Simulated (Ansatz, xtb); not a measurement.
**H4InNS: 4 structures ranked**

4 gas-phase structures of H4InNS, found in a search over its isomers (lower ones may exist). Each was relaxed with GFN2-xTB:

A. a singlet given by its coordinates
B. `[NH2][InH][SH]`, a singlet
C. `[NH]1[SH+][InH2-]1`, a singlet
D. a singlet given by its coordinates

A (Å):

```xyz
7

In   -0.7064    0.0075   -1.6516
N     0.4332   -1.0214    0.5552
S     0.0414    2.1712   -0.4977
H     0.6633   -0.0814    0.8673
H    -0.1301   -1.4439    1.2866
H    -0.4131    2.9638   -1.4546
H     1.3067   -1.5367    0.5064
```

Close contacts (Å): In1–N2 2.69, In1–S3 2.56, N2–H4 1.02, N2–H5 1.02, N2–H7 1.02, S3–H6 1.32.

D (Å):

```
atom    x (Å)    y (Å)    z (Å)
  In   0.6809  -1.3836   0.1467
   N   0.6738   1.1405   0.1060
   S  -0.9541   0.3726  -0.0690
   H   0.8116   1.7325  -0.7107
   H   0.6252   1.7587   0.9135
   H   1.5395  -1.8872  -1.2453
   H   1.2090  -1.8295   1.7111
```

Close contacts (Å): In1–N2 2.52, In1–S3 2.41, N2–S3 1.81, In1–H6 1.71, In1–H7 1.71, N2–H4 1.02, N2–H5 1.02.

Make a reasoned guess at their ranking by r2SCAN-D4/def2-SVP single-point energy.

Calculated order at r2SCAN-D4/def2-SVP: A (0.000), B (1.172), D (2.354), C (3.387) eV.

Energies above the lowest of each column, in eV; the last columns are at BLYP-D3(BJ)/def2-SVP geometries and were run for some of them only (a dash: not run or not comparable):

```json
{"structure": "A", "GFN2-xTB": "0.000", "HF/STO-3G": "1.716", "r2SCAN-D4/def2-SVP": "0.000", "BLYP-D3(BJ)/def2-SVP": "–", "CCSD(T)/def2-TZVP": "–"}
{"structure": "B", "GFN2-xTB": "1.756", "HF/STO-3G": "0.000", "r2SCAN-D4/def2-SVP": "1.172", "BLYP-D3(BJ)/def2-SVP": "0.000", "CCSD(T)/def2-TZVP": "0.000"}
{"structure": "D", "GFN2-xTB": "2.649", "HF/STO-3G": "0.779", "r2SCAN-D4/def2-SVP": "2.354", "BLYP-D3(BJ)/def2-SVP": "1.065", "CCSD(T)/def2-TZVP": "1.238"}
{"structure": "C", "GFN2-xTB": "3.438", "HF/STO-3G": "1.901", "r2SCAN-D4/def2-SVP": "3.387", "BLYP-D3(BJ)/def2-SVP": "2.034", "CCSD(T)/def2-TZVP": "2.162"}
```

CCSD(T)/def2-TZVP puts B lowest of those it was run on; GFN2-xTB picks A, r2SCAN-D4/def2-SVP picks A. Flexible structures stand in one conformer each, not always the lowest. Frequencies (BLYP-D3(BJ)/def2-SVP) were run for B, C, D alone. Atoms past krypton carry core potentials in the def2 sets, without spin–orbit terms.

Over these structures GFN2-xTB departs from r2SCAN-D4/def2-SVP by 0.207 eV on average once a common shift is removed. A GFN2-xTB relaxation took about 0.81 s and the r2SCAN-D4/def2-SVP energy about 4.5 s on a shared host (Ansatz 0.2.0, xtb 6.7.1).
